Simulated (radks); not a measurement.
Results of a calculation; reference values are marked as such.
Problem. The mean radii <r> (bohr) of the occupied orbitals of an atom or ion are listed with their occupations. Level of theory: scalar-relativistic Kohn-Sham, exchange-only LDA, spin-polarised, spherical densities, point nucleus (a radial shooting solver on a logarithmic mesh with Libxc functionals).

orbital  occ.      <r>
1s up       1  0.02320
1s down     1  0.02320
2s up       1  0.09892
2s down     1  0.09892
2p up       3  0.08702
2p down     3  0.08703
3s up       1   0.2581
3s down     1   0.2580
3p up       3   0.2555
3p down     3   0.2554
3d up       5   0.2318
3d down     5   0.2317
4s up       1   0.5363
4s down     1   0.5362
4p up       3   0.5505
4p down     1   0.5507

Name the element and its charge. Open shells, if any, are filled with parallel spins first.

Solution. Z = 61, promethium, charge +27: Pm27+ in [Ar] 3d10 4s2 4p4. The 1s radius gives Z: for a bare nucleus <r> = (2 gamma + 1)/(2Z) with gamma = sqrt(1 - (Z/c)^2), 0.02288 bohr for Z = 61, and screening makes it slightly larger (0.02320 here). The occupations add up to 34, and the charge is Z minus that.
